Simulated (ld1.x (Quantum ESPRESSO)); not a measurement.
# lead (Pb), TM: configuration errors across variants

ld1.x (Quantum ESPRESSO) 7.5 input, shortened:

```
&input
   title='Pb', zed=82., rel=1, dft='PBE', iswitch=3,
   config='[Xe] 4f14 5d10 6s1.5 6p2.5'
 /
 &inputp
   pseudotype=2, tm=.true., lloc=-1, rcloc=1.80,
   nlcc=.false.
 /
2
6S  1  0   1.50   0.00  1.90  1.90  0.0
6P  2  1   2.50   0.00  2.90  2.90  0.0
 &test
   configts(1)='6s1.5 6p2.5'
 /
```

All-electron excitation energies from the reference (eV): (1) 6s2 6p2 -4.320; (2) 6s2 6p1 2.255; (3) 6s2 6p0 15.700; (4) 6s0 6p4 13.514; (5) 6s1 6p0 48.110; (6) 6s2 6p1.5 -1.829; (7) 6s1 6p3 4.416.

3 further variants failed, have other tests or another functional or relativity, and are left out.

A true bound ghost makes a file unfit for plane-wave use even where its test errors are small: the radial tests pick states by their node count and pass the ghost by.

Errors AE − PS in meV (a dash: test not solved or not reliable):

```csv
change,(1),(2),(3),(4),(5),(6),(7),bound ghosts
base,+7.6,+34,+118,+98,+169,+16,+7.3,"s, d"
core correction a·sin(br)/r model core inside 1.08 bohr,-6.4,-7.8,-81,-45,-498,-4.7,-7.2,"s, d"
local potential all-electron potential smoothed inside 1.58 bohr (lloc = -1),+6.3,+32,+120,+66,+177,+16,+5.2,"s, p, d"
local potential the p channel,+7.4,+33,+124,+75,+191,+16,+6.4,none
wave 6s (bound): rc 1.90 bohr becomes 6s (bound): rc 2.34 bohr,+7.0,+34,+117,+80,+166,+16,+6.4,"s, d"
wave 6p (bound): rc 2.90 bohr becomes 6p (bound): rc 2.92 bohr,+7.6,+34,+118,+98,+169,+16,+7.3,"s, d"
```

Problem. Give the same row for: all radii scaled by about 1.29 (s 2.46, p 3.74 bohr); local potential all-electron potential smoothed inside 2.32 bohr (lloc = -1).

Solution. +9.4, +31, +90, +86, +104, +17, +8.4; bound ghosts: none.
